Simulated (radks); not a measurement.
Species: Pt+. Configuration: [Xe] 4f14 5d9. All-electron calculation, non-relativistic Kohn-Sham, PBEsol, spin-polarised, spherical densities, point nucleus; open shells are filled with parallel spins first (spin-orbit coupling, left out, can overturn this in heavy ions); relativity is left out, which matters for an element this heavy. Program: a radial shooting solver on a logarithmic mesh with Libxc functionals.

Normalised radial functions P(r) = r R(r), r in bohr:

| r | 5s down | 5d up |
|---|---|---|
| 0.0009946 | 0.0427 | 0.0000 |
| 0.001149 | 0.0487 | 0.0000 |
| 0.001326 | 0.0555 | 0.0000 |
| 0.001532 | 0.0630 | 0.0000 |
| 0.001769 | 0.0714 | 0.0000 |
| 0.002043 | 0.0807 | 0.0000 |
| 0.00236 | 0.0908 | 0.0000 |
| 0.002725 | 0.1017 | 0.0001 |
| 0.003147 | 0.1134 | 0.0001 |
| 0.003635 | 0.1256 | 0.0002 |
| 0.004198 | 0.1382 | 0.0002 |
| 0.004848 | 0.1508 | 0.0004 |
| 0.005599 | 0.1629 | 0.0005 |
| 0.006466 | 0.1737 | 0.0008 |
| 0.007467 | 0.1825 | 0.0012 |
| 0.008624 | 0.1881 | 0.0018 |
| 0.00996 | 0.1893 | 0.0027 |
| 0.0115 | 0.1844 | 0.0040 |
| 0.01328 | 0.1720 | 0.0059 |
| 0.01534 | 0.1503 | 0.0086 |
| 0.01772 | 0.1180 | 0.0124 |
| 0.02046 | 0.0742 | 0.0179 |
| 0.02363 | 0.0190 | 0.0254 |
| 0.02729 | -0.0460 | 0.0357 |
| 0.03152 | -0.1172 | 0.0494 |
| 0.0364 | -0.1887 | 0.0673 |
| 0.04204 | -0.2517 | 0.0900 |
| 0.04855 | -0.2953 | 0.1177 |
| 0.05607 | -0.3075 | 0.1500 |
| 0.06475 | -0.2775 | 0.1854 |
| 0.07478 | -0.1987 | 0.2210 |
| 0.08636 | -0.0732 | 0.2521 |
| 0.09974 | 0.0856 | 0.2722 |
| 0.1152 | 0.2504 | 0.2732 |
| 0.133 | 0.3830 | 0.2472 |
| 0.1536 | 0.4415 | 0.1880 |
| 0.1774 | 0.3927 | 0.0942 |
| 0.2049 | 0.2270 | -0.0282 |
| 0.2366 | -0.0305 | -0.1646 |
| 0.2733 | -0.3181 | -0.2918 |
| 0.3156 | -0.5507 | -0.3825 |
| 0.3645 | -0.6454 | -0.4112 |
| 0.421 | -0.5519 | -0.3616 |
| 0.4862 | -0.2742 | -0.2324 |
| 0.5615 | 0.1283 | -0.0382 |
| 0.6484 | 0.5591 | 0.1936 |
| 0.7488 | 0.9165 | 0.4283 |
| 0.8648 | 1.1265 | 0.6323 |
| 0.9988 | 1.1615 | 0.7787 |
| 1.153 | 1.0442 | 0.8537 |
| 1.332 | 0.8322 | 0.8575 |
| 1.538 | 0.5920 | 0.8024 |
| 1.777 | 0.3763 | 0.7064 |
| 2.052 | 0.2129 | 0.5878 |
| 2.37 | 0.1063 | 0.4629 |
| 2.737 | 0.0463 | 0.3441 |
| 3.161 | 0.0173 | 0.2403 |
| 3.65 | 0.0054 | 0.1567 |
| 4.216 | 0.0014 | 0.0947 |
| 4.868 | 0.0003 | 0.0524 |
| 5.623 | 0.0000 | 0.0260 |

5s down: eigenvalue -87.393 eV, 4 radial nodes at r = 0.0247, 0.0925, 0.233, 0.538 bohr, <r> = 1.05 bohr, 90 % of the charge inside 1.51 bohr. 5d up: eigenvalue -15.080 eV, 2 radial nodes at r = 0.199, 0.576 bohr, <r> = 1.61 bohr, 90 % of the charge inside 2.52 bohr.
